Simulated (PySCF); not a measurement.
SMILES CSc1ccccc1C#N (GFN2-xTB optimised geometry):

```
17

C     -0.806    -2.683     0.832
S     -1.758    -1.371     0.013
C     -0.712     0.050     0.000
C     -1.381     1.273    -0.048
C     -0.689     2.465    -0.067
C      0.700     2.466    -0.029
C      1.380     1.269     0.000
C      0.689     0.050     0.000
C      1.490    -1.111    -0.052
N      2.204    -2.006    -0.127
H     -1.547    -3.398     1.181
H     -0.266    -2.267     1.677
H     -0.126    -3.162     0.136
H     -2.460     1.262    -0.063
H     -1.231     3.398    -0.101
H      1.246     3.397    -0.029
H      2.460     1.246     0.012
```

Level of theory: PBE0/def2-SVP run with PySCF.

Q: What are the frontier orbital energies and the dipole moment?

A: HOMO-2 -8.63 eV, HOMO-1 -7.84 eV, HOMO -6.50 eV, LUMO -1.51 eV, LUMO+1 -0.75 eV; dipole moment 3.16 D.

Meta-Löwdin charges at PBE0/def2-SVP: C1 -0.35, S2 0.09, C3 -0.05, C4 -0.11, C5 -0.08, C6 -0.12, C7 -0.08, C8 -0.06, C9 0.10, N10 -0.22, H11 0.13, H12 0.13, H13 0.13, H14 0.12, H15 0.12, H16 0.12, H17 0.13.
